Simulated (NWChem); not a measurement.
System: C2H4F2OSi; SMILES F[SiH](F)OC=C

Output (shortened):

```
             Northwest Computational Chemistry Package (NWChem) 7.3.0
             --------------------------------------------------------

 C1  symmetry detected

                             Geometry "geometry" -> ""
                             -------------------------

 Output coordinates in angstroms (scale by  1.889725989 to convert to a.u.)

  No.       Tag          Charge          X              Y              Z
 ---- ---------------- ---------- -------------- -------------- --------------
    1 C                    6.0000     0.45580336    -2.49360988     0.20370714
    2 C                    6.0000    -0.57908142    -1.83561107    -0.28138612
    3 O                    8.0000    -0.75280346    -0.49622359    -0.23697245
    4 Si                  14.0000     0.05025775     0.75446849     0.36001636
    5 F                    9.0000    -0.84244766     1.97839843    -0.10805042
    6 F                    9.0000     1.44243124     0.96237961    -0.39072269
    7 H                    1.0000     1.26986736    -1.98224382     0.68712672
    8 H                    1.0000     0.51539089    -3.56193289     0.12230633
    9 H                    1.0000    -1.40810676    -2.32474795    -0.77692998
   10 H                    1.0000     0.28148384     0.78447794     1.77807933

 Effective nuclear repulsion energy (a.u.)     315.7490491707

                                Z-matrix (autoz)
                                --------

 Units are Angstrom for bonds and degrees for angles

      Type          Name      I     J     K     L     M      Value
      ----------- --------  ----- ----- ----- ----- ----- ----------
    1 Stretch                  1     2                       1.31881
    2 Stretch                  1     7                       1.07605
    3 Stretch                  1     8                       1.07308
    4 Stretch                  2     3                       1.35134
    5 Stretch                  2     9                       1.08264
    6 Stretch                  3     4                       1.60173
    7 Stretch                  4     5                       1.58556
    8 Stretch                  4     6                       1.59530
    9 Stretch                  4    10                       1.43710
   10 Bend                     1     2     3               125.68377
   11 Bend                     1     2     9               122.94485
   12 Bend                     2     1     7               121.45286
   13 Bend                     2     1     8               120.82354
   14 Bend                     2     3     4               136.19751
   15 Bend                     3     2     9               111.37122
   16 Bend                     3     4     5               102.14789
   17 Bend                     3     4     6               111.33989
   18 Bend                     3     4    10               117.69415
   19 Bend                     5     4     6               104.58453
   20 Bend                     5     4    10               111.45455
   21 Bend                     6     4    10               108.73714
   22 Bend                     7     1     8               117.72243
   23 Torsion                  1     2     3     4          -1.82567
   24 Torsion                  2     3     4     5         177.24740
   25 Torsion                  2     3     4     6          66.10832
   26 Torsion                  2     3     4    10         -60.37264
   27 Torsion                  3     2     1     7          -0.19375
   28 Torsion                  3     2     1     8        -179.79166
   29 Torsion                  4     3     2     9         178.31814
   30 Torsion                  7     1     2     9         179.64666
   31 Torsion                  8     1     2     9           0.04875

                           NWChem Geometry Optimization
                           ----------------------------

 maximum gradient threshold         (gmax) =   0.000450
 rms gradient threshold             (grms) =   0.000300
 maximum cartesian step threshold   (xmax) =   0.001800
 rms cartesian step threshold       (xrms) =   0.001200
 fixed trust radius                (trust) =   0.300000
 source of zmatrix                         =   autoz

          -------------------
          Energy Minimization
          -------------------

 Using diagonal initial Hessian
 Scaling for Hessian diagonals: bonds = 1.00  angles = 0.25  torsions = 0.10

          --------
          Step   0

                                 NWChem DFT Module
                                 -----------------

 Summary of "ao basis" -> "ao basis" (spherical)
 ------------------------------------------------------------------------------
       Tag                 Description            Shells   Functions and Types
 ---------------- ------------------------------  ------  ---------------------
 C                          def2-svp                 6       14   3s2p1d
 O                          def2-svp                 6       14   3s2p1d
 Si                         def2-svp                 8       18   4s3p1d
 F                          def2-svp                 6       14   3s2p1d
 H                          def2-svp                 3        5   2s1p

            General Information
            -------------------
          SCF calculation type: DFT
          Wavefunction type:  closed shell.
          No. of atoms     :    10
          No. of electrons :    56
           Alpha electrons :    28
            Beta electrons :    28
          Charge           :     0
          Spin multiplicity:     1
          Use of symmetry is: off; symmetry adaption is: off
          Maximum number of iterations: 150
          AO basis - number of functions:   108
                     number of shells:    50
          Convergence on energy requested:  1.00D-06
          Convergence on density requested:  1.00D-05
          Convergence on gradient requested:  5.00D-04

              XC Information
              --------------
                         PBE0 Method XC Functional
                     Hartree-Fock (Exact) Exchange  0.250
          PerdewBurkeErnzerhof Exchange Functional  0.750
            Perdew 1991 LDA Correlation Functional  1.000 local
           PerdewBurkeErnz. Correlation Functional  1.000 non-local

             Grid Information
             ----------------
          Grid used for XC integration:  medium
          Radial quadrature: Mura-Knowles
          Angular quadrature: Lebedev.
          Tag              B.-S. Rad. Rad. Pts. Rad. Cut. Ang. Pts.
          ---              ---------- --------- --------- ---------
          C                   0.70       49          10.0       434
          O                   0.60       49          10.0       434
          Si                  1.10       88          11.0       590
          F                   0.50       49          13.0       434
          H                   0.35       45          12.0       434
          Grid pruning is: on
          Number of quadrature shells:   513
          Spatial weights used:  Erf1

      Superposition of Atomic Density Guess
      -------------------------------------

 Sum of atomic energies:        -639.26145803

      Non-variational initial energy
      ------------------------------

 Total energy =    -641.637352
 1-e energy   =   -1512.447796
 2-e energy   =     555.061395
 HOMO         =      -0.300887
 LUMO         =       0.038217

[...]

      ----------------------
      Optimization converged
      ----------------------

  Step       Energy      Delta E   Gmax     Grms     Xrms     Xmax
  ---- ---------------- -------- -------- -------- -------- --------
@   20    -642.30401072  7.1D-08  0.00004  0.00001  0.00076  0.00155
                                     ok       ok       ok       ok

                                Z-matrix (autoz)
                                --------

 Units are Angstrom for bonds and degrees for angles

      Type          Name      I     J     K     L     M      Value     Gradient
      ----------- --------  ----- ----- ----- ----- ----- ---------- ----------
    1 Stretch                  1     2                       1.33269   -0.00001
    2 Stretch                  1     7                       1.09314   -0.00001
    3 Stretch                  1     8                       1.09067   -0.00001
    4 Stretch                  2     3                       1.35900    0.00004
    5 Stretch                  2     9                       1.09458    0.00000
    6 Stretch                  3     4                       1.64428    0.00002
    7 Stretch                  4     5                       1.60037   -0.00002
    8 Stretch                  4     6                       1.60800   -0.00000
    9 Stretch                  4    10                       1.47044   -0.00001
   10 Bend                     1     2     3               125.96318   -0.00000
   11 Bend                     1     2     9               122.36097    0.00001
   12 Bend                     2     1     7               122.40869    0.00000
   13 Bend                     2     1     8               119.31247   -0.00000
   14 Bend                     2     3     4               128.94492    0.00000
   15 Bend                     3     2     9               111.67048   -0.00000
   16 Bend                     3     4     5               105.76025    0.00000
   17 Bend                     3     4     6               110.71990   -0.00001
   18 Bend                     3     4    10               112.92734   -0.00000
   19 Bend                     5     4     6               107.56025    0.00000
   20 Bend                     5     4    10               110.69815   -0.00000
   21 Bend                     6     4    10               109.01774    0.00001
   22 Bend                     7     1     8               118.25766    0.00000
   23 Torsion                  1     2     3     4         -28.07927    0.00001
   24 Torsion                  2     3     4     5         178.70029    0.00001
   25 Torsion                  2     3     4     6          62.47338    0.00001
   26 Torsion                  2     3     4    10         -60.09305    0.00000
   27 Torsion                  3     2     1     7          -1.64659   -0.00000
   28 Torsion                  3     2     1     8        -179.94230   -0.00000
   29 Torsion                  4     3     2     9         152.75204    0.00000
   30 Torsion                  7     1     2     9         177.43880    0.00000
   31 Torsion                  8     1     2     9          -0.85691    0.00000

                         Geometry "geometry" -> "geometry"
                         ---------------------------------

 Output coordinates in angstroms (scale by  1.889725989 to convert to a.u.)

  No.       Tag          Charge          X              Y              Z
 ---- ---------------- ---------- -------------- -------------- --------------
    1 C                    6.0000     0.53556711    -2.42680715     0.08489586
    2 C                    6.0000    -0.61263704    -1.82711497    -0.22822942
    3 O                    8.0000    -0.80192667    -0.48856332    -0.36730940
    4 Si                  14.0000     0.00327915     0.74971057     0.35516025
    5 F                    9.0000    -0.64613479     2.09040538    -0.22963934
    6 F                    9.0000     1.55576305     0.73994404    -0.06358842
    7 H                    1.0000     1.46434142    -1.87086203     0.23742634
    8 H                    1.0000     0.56498399    -3.51394024     0.16754431
    9 H                    1.0000    -1.53284733    -2.38763642    -0.42092655
   10 H                    1.0000    -0.09759375     0.72021940     1.82184059

 Effective nuclear repulsion energy (a.u.)     313.5088456474

                Final and change from initial internal coordinates
                --------------------------------------------------

                                Z-matrix (autoz)
                                --------

 Units are Angstrom for bonds and degrees for angles

[...]

 Rotational Constants
 --------------------
 A=   0.191900 cm-1  (  0.276095 K)
 B=   0.066075 cm-1  (  0.095066 K)
 C=   0.052134 cm-1  (  0.075008 K)

 Temperature                      =   298.15K
 frequency scaling parameter      =   1.0000

 Zero-Point correction to Energy  =   39.329 kcal/mol  (  0.062674 au)
 Thermal correction to Energy     =   43.785 kcal/mol  (  0.069776 au)
 Thermal correction to Enthalpy   =   44.377 kcal/mol  (  0.070719 au)

 Total Entropy                    =   85.096 cal/mol-K
   - Translational                =   39.984 cal/mol-K (mol. weight = 109.9999)
   - Rotational                   =   27.280 cal/mol-K (symmetry #  =        1)
   - Vibrational                  =   17.832 cal/mol-K

 Cv (constant volume heat capacity) =   23.140 cal/mol-K
   - Translational                  =    2.979 cal/mol-K
   - Rotational                     =    2.979 cal/mol-K
   - Vibrational                    =   17.182 cal/mol-K

[normal modes left out]

 ----------------------------------------------------------------------------
 Normal Eigenvalue ||           Projected Infra Red Intensities
  Mode   [cm**-1]  || [atomic units] [(debye/angs)**2] [(KM/mol)] [arbitrary]
 ------ ---------- || -------------- ----------------- ---------- -----------
    1       -0.000 ||    0.000366           0.008         0.357       0.072
    2       -0.000 ||    0.000179           0.004         0.174       0.035
    3       -0.000 ||    0.000427           0.010         0.416       0.084
    4        0.000 ||    0.000038           0.001         0.037       0.008
    5        0.000 ||    0.000711           0.016         0.693       0.141
    6        0.000 ||    0.000123           0.003         0.120       0.024
    7       41.448 ||    0.000578           0.013         0.564       0.114
    8      109.794 ||    0.001617           0.037         1.576       0.320
    9      115.242 ||    0.001073           0.025         1.046       0.212
   10      261.315 ||    0.004454           0.103         4.342       0.881
   11      289.468 ||    0.018042           0.416        17.589       3.568
   12      394.206 ||    0.063831           1.473        62.226      12.623
   13      539.150 ||    0.008193           0.189         7.986       1.620
   14      714.338 ||    0.026553           0.613        25.885       5.251
   15      770.635 ||    0.036227           0.836        35.316       7.164
   16      823.015 ||    0.052262           1.206        50.948      10.335
   17      834.875 ||    0.029531           0.681        28.788       5.840
   18      887.081 ||    0.065804           1.518        64.149      13.013
   19      926.630 ||    0.222353           5.130       216.761      43.971
   20      994.134 ||    0.140335           3.238       136.805      27.752
   21      997.008 ||    0.019837           0.458        19.338       3.923
   22     1019.933 ||    0.179477           4.141       174.963      35.492
   23     1255.191 ||    0.288780           6.662       281.518      57.107
   24     1353.855 ||    0.078999           1.823        77.012      15.622
   25     1408.500 ||    0.016873           0.389        16.449       3.337
   26     1730.590 ||    0.166494           3.841       162.306      32.925
   27     2365.192 ||    0.078705           1.816        76.725      15.564
   28     3183.591 ||    0.003805           0.088         3.709       0.752
   29     3213.899 ||    0.010691           0.247        10.422       2.114
   30     3294.789 ||    0.000690           0.016         0.673       0.136
 ----------------------------------------------------------------------------
```

Level: PBE0/def2-SVP. 

Q: Reconstruct the input file.

A: This is not unique; one that fits is the input that was run:
```
start job
memory heap 200 mb stack 900 mb global 1100 mb
geometry units angstroms
  C      2.570998     0.087538     0.564920
  C      1.806604    -0.907755     0.159509
  O      0.464113    -0.861226     0.012323
  Si    -0.688213     0.225030     0.252586
  F     -1.980508    -0.542056    -0.252950
  F     -0.538426     1.460658    -0.745297
  H      2.156150     1.048622     0.814136
  H      3.633581    -0.034996     0.650906
  H      2.198690    -1.882259    -0.102621
  H     -0.864031     0.728161     1.587208
end
basis spherical
  * library def2-svp
end
dft
  xc pbe0
  iterations 150
end
driver
  maxiter 120
end
task dft optimize
task dft freq
```
